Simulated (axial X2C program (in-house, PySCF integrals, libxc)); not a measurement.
**What spin–orbit coupling does to MoS⁺**

Computed with an in-house relativistic program for diatomic molecules. Spin-free means the one-electron spin-free X2C Hamiltonian; two-component (2c) means X2C with spin–orbit coupling and atomic mean-field two-electron Coulomb and Gaunt terms, so the difference of the two also holds small scalar two-electron terms. Basis: Mo dyall-cv3z [11s12p9d5f3g], S dyall-av3z [9s8p3d2f] (cores contracted in-house); Gaussian nuclei, density fitting, unrestricted open shells. Masses: Mo 97.905 u, S 31.972 u.

Spin-free state: M_S = 3/2, Λ = 0 (beyond evenly filled blocks: σα, δ+α, δ-α); fragments Mo+ + S.

```json
{"level": "PBE0", "Re (Å)": "2.059", "ωe (cm⁻¹)": "516.7", "De (eV)": "3.399", "μ (D)": "-2.81"}
{"level": "LDA", "Re (Å)": "2.032", "ωe (cm⁻¹)": "593.7", "De (eV)": "5.408", "μ (D)": "-2.04"}
```

Dipoles are positive if S is the positive end and refer to the centre of mass.

Two-component determinant lowest at the distance of the search:

Ω = 3/2 (⟨Sz⟩ = 1.50, ⟨Lz⟩ = 0.00 at PBE0); fragments Mo+ + S.

| level | Re (Å) | ωe (cm⁻¹) | De (eV) | μ (D) |
| --- | --- | --- | --- | --- |
| PBE0 | 2.059 | 516.1 | 3.392 | -2.80 |
| LDA | 2.032 | 593.2 | 5.385 | -2.04 |

(1) From the two tables, how do the constants change at the PBE0 level (2c against spin-free)?

The state is a single determinant with fixed occupations, the lowest that a limited PBE0 search found. Dissociation energies refer to the lowest single-determinant-based atoms at the same level and basis. Density functionals use the spin component along the axis (collinear). In 2c an atomic determinant is not the ground J level, so De misses part of the atomic spin–orbit lowering. This holds for PBE0. Without a current term, density functionals place determinants with orbital angular momentum somewhat too high. With several unpaired electrons one determinant need not be a pure state. This is the top spin component of a Σ state; components of lower Ω are not single determinants and can lie lower. The determinant is spin-polarised beyond a pure state at some levels (its spin-free form has ⟨S²⟩ too high), which makes Re and μ there less reliable.

## Answers

(1) At the PBE0 level Re is unchanged within 0.001 Å and ωe falls by 0.6 cm⁻¹; De is not compared, since the atomic limits differ or miss part of their spin–orbit lowering.
